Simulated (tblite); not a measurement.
Record of a relaxation.

Species: CH₄GeO₂.
Bonds: O1–C2 (double), C2–O3, C2–Ge4. Hydrogens: H5 on O3; H6, H7, H8 on Ge4.

Computed with GFN2-xTB (tblite), gas phase: L-BFGS steps from a force-field or distance-geometry start until the largest atomic force falls under 0.01 eV/Å. 14 of its 32 geometries are shown.

Step 0: E = -386.6019 eV, largest atomic force 4.828 eV/Å
```
atom  x, y, z in Å  |  force x, y, z in eV/Å
O1      1.179    1.369   -0.552   -1.225  -3.870   1.673
C2      0.751    0.278   -0.080    4.147   2.374  -0.692
O3      1.631   -0.685    0.456   -0.349   2.071  -1.018
Ge4    -1.117   -0.096   -0.061   -1.953  -0.128   0.191
H5      2.613   -0.416    0.419   -1.776  -0.201  -0.074
H6     -1.606   -0.726    1.269    0.340   0.145  -0.636
H7     -1.889    1.242   -0.217    0.536  -0.595   0.060
H8     -1.553   -0.957   -1.259    0.281   0.204   0.496
```

Step 2: E = -386.9879 eV, largest atomic force 0.874 eV/Å
```
atom  x, y, z in Å  |  force x, y, z in eV/Å
O1      1.176    1.337   -0.538    0.192  -0.655   0.294
C2      0.813    0.280   -0.073   -0.059   0.808  -0.329
O3      1.623   -0.641    0.434   -0.257  -0.105   0.022
Ge4    -1.155   -0.099   -0.056   -0.105   0.016   0.098
H5      2.575   -0.419    0.417   -0.232   0.197  -0.124
H6     -1.599   -0.724    1.254    0.085  -0.014  -0.320
H7     -1.876    1.228   -0.216    0.283  -0.315   0.034
H8     -1.547   -0.953   -1.247    0.092   0.068   0.324
```

Step 5: E = -387.0407 eV, largest atomic force 0.511 eV/Å
```
atom  x, y, z in Å  |  force x, y, z in eV/Å
O1      1.217    1.325   -0.532    0.231   0.418  -0.183
C2      0.797    0.302   -0.079   -0.044  -0.358   0.170
O3      1.591   -0.643    0.432   -0.198  -0.007   0.011
Ge4    -1.159   -0.099   -0.048    0.321   0.011  -0.053
H5      2.540   -0.401    0.404   -0.281   0.042  -0.065
H6     -1.591   -0.728    1.223   -0.007  -0.159   0.094
H7     -1.849    1.200   -0.213   -0.047   0.159  -0.009
H8     -1.537   -0.947   -1.212    0.024  -0.106   0.036
```

Step 7: E = -387.0561 eV, largest atomic force 0.266 eV/Å
```
atom  x, y, z in Å  |  force x, y, z in eV/Å
O1      1.243    1.328   -0.533   -0.062  -0.083   0.043
C2      0.793    0.309   -0.080    0.172   0.179  -0.095
O3      1.565   -0.645    0.433   -0.062  -0.012   0.029
Ge4    -1.143   -0.097   -0.046    0.039   0.064   0.008
H5      2.507   -0.389    0.394   -0.090  -0.061   0.001
H6     -1.587   -0.741    1.215    0.049  -0.111   0.093
H7     -1.839    1.197   -0.212   -0.079   0.166  -0.008
H8     -1.531   -0.953   -1.195    0.033  -0.141  -0.071
```

Step 10: E = -387.0629 eV, largest atomic force 0.141 eV/Å
```
atom  x, y, z in Å  |  force x, y, z in eV/Å
O1      1.254    1.333   -0.534    0.085   0.070  -0.034
C2      0.799    0.319   -0.085   -0.137  -0.024   0.020
O3      1.550   -0.646    0.436   -0.018   0.053  -0.025
Ge4    -1.137   -0.090   -0.046   -0.137   0.014  -0.016
H5      2.489   -0.395    0.391    0.067  -0.102   0.043
H6     -1.578   -0.756    1.219    0.099   0.004  -0.046
H7     -1.844    1.212   -0.212   -0.023  -0.011   0.009
H8     -1.523   -0.968   -1.194    0.064  -0.003   0.049
```

Step 12: E = -387.0672 eV, largest atomic force 0.176 eV/Å
```
atom  x, y, z in Å  |  force x, y, z in eV/Å
O1      1.268    1.339   -0.536    0.026   0.105  -0.064
C2      0.795    0.332   -0.091   -0.111  -0.107   0.085
O3      1.534   -0.642    0.436   -0.026   0.031  -0.032
Ge4    -1.147   -0.082   -0.046    0.024  -0.012  -0.049
H5      2.480   -0.409    0.394    0.012  -0.079   0.035
H6     -1.560   -0.769    1.219    0.081   0.059  -0.060
H7     -1.850    1.224   -0.211   -0.051  -0.067   0.010
H8     -1.510   -0.983   -1.189    0.045   0.070   0.074
```

Step 14: E = -387.0697 eV, largest atomic force 0.119 eV/Å
```
atom  x, y, z in Å  |  force x, y, z in eV/Å
O1      1.274    1.342   -0.538   -0.098  -0.020  -0.001
C2      0.789    0.339   -0.092    0.070   0.041  -0.002
O3      1.525   -0.639    0.434   -0.025  -0.044   0.012
Ge4    -1.152   -0.077   -0.049    0.115   0.029  -0.009
H5      2.475   -0.422    0.397   -0.054  -0.040   0.012
H6     -1.545   -0.772    1.215    0.053   0.053  -0.013
H7     -1.857    1.225   -0.210   -0.075  -0.057   0.004
H8     -1.501   -0.986   -1.182    0.014   0.038  -0.002
```

Step 17: E = -387.0745 eV, largest atomic force 0.143 eV/Å
```
atom  x, y, z in Å  |  force x, y, z in eV/Å
O1      1.274    1.351   -0.545    0.012  -0.062   0.053
C2      0.786    0.352   -0.092    0.090   0.078  -0.080
O3      1.503   -0.639    0.434   -0.006  -0.030   0.026
Ge4    -1.144   -0.064   -0.054    0.003   0.022   0.050
H5      2.460   -0.454    0.406   -0.035   0.016  -0.015
H6     -1.507   -0.768    1.206    0.007   0.025   0.065
H7     -1.884    1.219   -0.208   -0.057  -0.047  -0.008
H8     -1.480   -0.987   -1.171   -0.013  -0.002  -0.092
```

Step 19: E = -387.0759 eV, largest atomic force 0.131 eV/Å
```
atom  x, y, z in Å  |  force x, y, z in eV/Å
O1      1.277    1.354   -0.545    0.127   0.030   0.003
C2      0.789    0.357   -0.095   -0.050  -0.046   0.004
O3      1.496   -0.640    0.435   -0.006   0.026  -0.014
Ge4    -1.141   -0.059   -0.054   -0.046  -0.046  -0.011
H5      2.453   -0.463    0.407    0.019   0.009  -0.004
H6     -1.495   -0.766    1.209    0.003   0.024   0.056
H7     -1.896    1.214   -0.207   -0.046  -0.039  -0.006
H8     -1.474   -0.988   -1.174    0.000   0.042  -0.028
```

Step 21: E = -387.0784 eV, largest atomic force 0.181 eV/Å
```
atom  x, y, z in Å  |  force x, y, z in eV/Å
O1      1.294    1.357   -0.544    0.137   0.061  -0.041
C2      0.792    0.365   -0.102   -0.116  -0.098   0.099
O3      1.482   -0.641    0.436    0.004   0.050  -0.056
Ge4    -1.139   -0.056   -0.052   -0.041  -0.075  -0.082
H5      2.441   -0.475    0.409    0.039   0.001   0.011
H6     -1.475   -0.758    1.218    0.003   0.013   0.018
H7     -1.922    1.200   -0.208   -0.034  -0.008   0.001
H8     -1.465   -0.983   -1.182    0.007   0.057   0.051
```

Step 24: E = -387.0800 eV, largest atomic force 0.034 eV/Å
```
atom  x, y, z in Å  |  force x, y, z in eV/Å
O1      1.311    1.358   -0.543    0.000  -0.021   0.001
C2      0.791    0.371   -0.103    0.018   0.020   0.021
O3      1.473   -0.640    0.433    0.009  -0.020  -0.010
Ge4    -1.140   -0.056   -0.056    0.003   0.017  -0.003
H5      2.434   -0.484    0.412    0.001   0.014   0.000
H6     -1.458   -0.750    1.224   -0.001   0.000  -0.013
H7     -1.943    1.188   -0.208   -0.022   0.007   0.002
H8     -1.458   -0.977   -1.185   -0.010  -0.017   0.002
```

Step 26: E = -387.0802 eV, largest atomic force 0.025 eV/Å
```
atom  x, y, z in Å  |  force x, y, z in eV/Å
O1      1.312    1.357   -0.543   -0.002  -0.009   0.014
C2      0.791    0.372   -0.101    0.019   0.003  -0.016
O3      1.474   -0.642    0.432    0.005  -0.009   0.006
Ge4    -1.140   -0.055   -0.056    0.001   0.021   0.014
H5      2.435   -0.483    0.412    0.000   0.007  -0.004
H6     -1.459   -0.750    1.223   -0.002   0.002  -0.012
H7     -1.945    1.189   -0.208   -0.014  -0.001   0.001
H8     -1.459   -0.978   -1.184   -0.006  -0.015  -0.003
```

Step 29: E = -387.0803 eV, largest atomic force 0.020 eV/Å
```
atom  x, y, z in Å  |  force x, y, z in eV/Å
O1      1.315    1.356   -0.542    0.007   0.010   0.006
C2      0.792    0.372   -0.101   -0.008  -0.016  -0.008
O3      1.474   -0.643    0.431    0.002   0.007   0.002
Ge4    -1.140   -0.052   -0.057    0.000  -0.004  -0.011
H5      2.434   -0.483    0.412    0.005  -0.003  -0.001
H6     -1.457   -0.749    1.223   -0.004   0.000  -0.004
H7     -1.950    1.188   -0.207   -0.004   0.001   0.000
H8     -1.459   -0.979   -1.183    0.002   0.005   0.016
```

Step 31: E = -387.0803 eV, largest atomic force 0.008 eV/Å
```
atom  x, y, z in Å  |  force x, y, z in eV/Å
O1      1.316    1.356   -0.541    0.002   0.005   0.001
C2      0.793    0.371   -0.102   -0.001   0.000   0.002
O3      1.474   -0.643    0.431    0.000   0.001  -0.003
Ge4    -1.140   -0.052   -0.057    0.001  -0.005  -0.006
H5      2.435   -0.483    0.411    0.001  -0.003   0.000
H6     -1.457   -0.749    1.222   -0.003   0.000   0.002
H7     -1.952    1.188   -0.207    0.000   0.001  -0.001
H8     -1.459   -0.979   -1.182   -0.001   0.001   0.006
```

**Question.** Summarise the path.

**Answer.** The energy falls by 46.16 kJ/mol from step 0 to step 31; nine tenths of that is first reached at step 5. It falls at every step. The largest force goes from 4.828 to 0.008 eV/Å. Among the bonds C2–O3 changes most, from 1.410 to 1.333 Å; the atoms move by 0.134 Å rms after alignment.

**Question.** Follow the three bonds and two angles with the largest change from start to end.

**Answer.** 
| step | E above end (kJ/mol) | largest force (eV/Å) | C2–O3 (Å) | C2–Ge4 (Å) | O1=C2 (Å) | O3–C2–Ge4 (°) | O1–C2–Ge4 (°) |
| --- | --- | --- | --- | --- | --- | --- | --- |
| 0 | 46.16 | 4.828 | 1.410 | 1.906 | 1.264 | 118.3 | 120.3 |
| 1 | 22.48 | 4.864 | 1.372 | 1.998 | 1.149 | 115.5 | 118.9 |
| 3 | 7.48 | 0.380 | 1.331 | 2.005 | 1.203 | 117.3 | 118.2 |
| 4 | 4.81 | 0.688 | 1.335 | 2.003 | 1.193 | 116.3 | 120.3 |
| 5 | 3.82 | 0.511 | 1.336 | 1.996 | 1.195 | 115.7 | 121.5 |
| 7 | 2.34 | 0.266 | 1.330 | 1.978 | 1.202 | 114.4 | 123.1 |
| 8 | 2.04 | 0.225 | 1.328 | 1.976 | 1.202 | 114.0 | 123.3 |
| 9 | 1.89 | 0.154 | 1.328 | 1.977 | 1.201 | 113.6 | 123.4 |
| 11 | 1.46 | 0.220 | 1.331 | 1.983 | 1.198 | 112.8 | 124.1 |
| 12 | 1.26 | 0.176 | 1.331 | 1.987 | 1.198 | 112.4 | 124.7 |
| 13 | 1.14 | 0.099 | 1.332 | 1.987 | 1.199 | 112.3 | 125.1 |
| 15 | 0.87 | 0.186 | 1.331 | 1.983 | 1.201 | 112.0 | 125.5 |
| 16 | 0.69 | 0.220 | 1.331 | 1.978 | 1.202 | 111.6 | 125.5 |
| 18 | 0.49 | 0.088 | 1.332 | 1.974 | 1.199 | 110.9 | 125.5 |
| 19 | 0.42 | 0.131 | 1.332 | 1.974 | 1.198 | 110.6 | 125.6 |
| 20 | 0.32 | 0.170 | 1.333 | 1.975 | 1.197 | 110.2 | 125.9 |
| 22 | 0.08 | 0.116 | 1.334 | 1.978 | 1.197 | 109.1 | 127.3 |
| 23 | 0.04 | 0.050 | 1.333 | 1.978 | 1.198 | 109.0 | 127.6 |
| 24 | 0.03 | 0.034 | 1.333 | 1.978 | 1.199 | 109.0 | 127.6 |
| 26 | 0.01 | 0.025 | 1.333 | 1.978 | 1.199 | 109.1 | 127.6 |
| 27 | 0.01 | 0.023 | 1.333 | 1.979 | 1.198 | 109.1 | 127.6 |
| 28 | 0.01 | 0.024 | 1.333 | 1.979 | 1.198 | 109.1 | 127.6 |
| 30 | 0.00 | 0.014 | 1.333 | 1.979 | 1.198 | 109.1 | 127.6 |
| 31 | 0.00 | 0.008 | 1.333 | 1.979 | 1.198 | 109.1 | 127.6 |

What follows is the cost of the whole relaxation. Hardware: an Arm Neoverse N1 with one thread, shared host with 64 logical CPUs at a one-minute load of 59. Cost: 0.16 s wall.
